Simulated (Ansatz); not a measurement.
A nudged elastic band was laid between two geometries of CH5BCl2Ge (10 atoms, charge 0, multiplicity 1).

Method: RKS B3LYP-D4/def2-SVP (Ansatz).

- movable images: 7
- climbing image: yes
- spring: 5.0 eV/Å²
- optimiser: quadratic models (default)
- start path: through a guess of the saddle point
- force threshold: 0.05 eV/Å
- iteration limit: 60
- end points: relaxed

First end point:

```xyz
10
Properties=species:S:1:pos:R:3
Cl -1.062 -2.558 0.364
B 0.184 -1.497 -0.303
Cl 1.855 -2.070 -0.268
C -0.165 -0.087 -0.826
Ge -0.040 1.223 0.675
H 0.541 0.270 -1.591
H -1.197 -0.014 -1.201
H -0.409 2.619 0.133
H -1.022 0.822 1.793
H 1.399 1.240 1.227
```

Last end point:

```xyz
10
Properties=species:S:1:pos:R:3
Cl 1.853 -2.074 -0.274
B 0.183 -1.497 -0.303
Cl -1.063 -2.554 0.368
C -0.165 -0.087 -0.825
Ge -0.039 1.223 0.675
H 0.541 0.269 -1.591
H -1.197 -0.015 -1.200
H -0.410 2.619 0.134
H -1.019 0.822 1.795
H 1.400 1.242 1.224
```

**Question.** Which bonds break or form, and what moves?

**Answer.** No bond is made or broken. The dihedral Cl1–B2–C4–Ge5 goes from 89 to -88°. The two ends are copies of one structure, up to a mirror image or an exchange of like atoms.

**Question.** What energy profile does the band end with?

**Answer.** The forces met the threshold. The highest image is number 4 of 0 to 8, 0.143 eV above the ends, which have the same energy within 2 meV. A vibrational analysis at the climbing image gives one clearly imaginary mode, 58i cm⁻¹: a first-order saddle point.

| image | path coordinate (Å) | energy (eV) | dihedral Cl1–B2–C4–Ge5 (°) |
| --- | --- | --- | --- |
| 0 | 0.00 | 0.000 | 89 |
| 1 | 0.80 | 0.011 | 105 |
| 2 | 1.60 | 0.060 | 131 |
| 3 | 2.41 | 0.117 | 157 |
| 4 | 3.21 | 0.143 | -180 |
| 5 | 4.04 | 0.115 | -156 |
| 6 | 4.86 | 0.056 | -129 |
| 7 | 5.69 | 0.008 | -102 |
| 8 | 6.52 | 0.000 | -88 |

**Question.** What is the geometry of the highest image?

**Answer.** 
```xyz
10
Properties=species:S:1:pos:R:3
Cl -0.180 -2.908 -1.384
B 0.113 -1.575 -0.263
Cl 0.834 -1.985 1.296
C -0.260 -0.113 -0.662
Ge 0.096 1.332 0.638
H 0.257 0.126 -1.609
H -1.333 -0.095 -0.927
H -0.348 2.676 0.020
H -0.698 1.090 1.936
H 1.602 1.402 0.959
```

**Question.** What are the harmonic wavenumbers there?

**Answer.** 58i, 109, 138, 217, 296, 333, 479, 487, 610, 663, 728, 838, 887, 894, 918, 1025, 1045, 1209, 1363, 2123, 2139, 2142, 3033, 3074 cm⁻¹.

The run took 3.7 min on 2 threads of Intel(R) Xeon(R) 6975P-C (Granite Rapids) (shared host), peak memory 0.35 GiB.
